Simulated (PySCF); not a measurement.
**How methods differ on the excitation energy of Zr⁺**

Zr⁺ [Kr] 4d2 5s1 (4F) → Zr⁺ [Kr] 4d1 5s2 (2D), as a difference of total energies. Calculation: PySCF 2.14, in aug-cc-pVDZ-PP with ECP28MDF; a scalar-relativistic core potential. Correlated levels: valence: 4s2 4p6 frozen. The calculations carry no spin-orbit coupling.

```csv
method,excitation energy (cm⁻¹)
UHF,18791
LDA,13193
PBE,15324
r2SCAN,19298
PBEsol,15222
CAM-B3LYP,13066
TPSSh,16558
MP2 (valence),13981
SCS-MP2 (valence),11920
```

The Hartree-Fock determinant of the upper state isn't an eigenfunction of L²: it has lost the atom's symmetry, so its energy isn't that of a pure term.
